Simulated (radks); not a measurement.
Valence configurations of Tb I (all share [Xe]). All-electron calculation, non-relativistic Kohn-Sham, PBE, spin-unpolarised, spherical densities, point nucleus; relativity is left out, which matters for an element this heavy. Program: a radial shooting solver on a logarithmic mesh with Libxc functionals. Order these by energy: 4f9 6s1.5 6p0.5; 4f10 6s0.5 6p0.5; 4f7 6s2 6p2; 4f8 6s1 6p2; 4f8 5d1 6s2; 4f9 6s1 6p1; 4f8.5 6s2 6p0.5; 4f8 6s2 6p1; 4f9 6s2.

Answer. From the lowest, in eV above it: 4f9 6s2 0.000; 4f10 6s0.5 6p0.5 0.751; 4f9 6s1.5 6p0.5 1.076; 4f9 6s1 6p1 2.177; 4f8.5 6s2 6p0.5 3.813; 4f8 5d1 6s2 7.474; 4f8 6s2 6p1 9.976; 4f8 6s1 6p2 12.811; 4f7 6s2 6p2 29.994. NIST lists [Xe] 4f9 6s2 as the ground configuration; this level of theory agrees among the configurations tried. The energies are those of spherical spin-averaged densities, not of single terms. No valid solution was reached for [Xe] 4f10 6s1. Relativity is left out, which favours d and f over s occupation in heavy atoms.
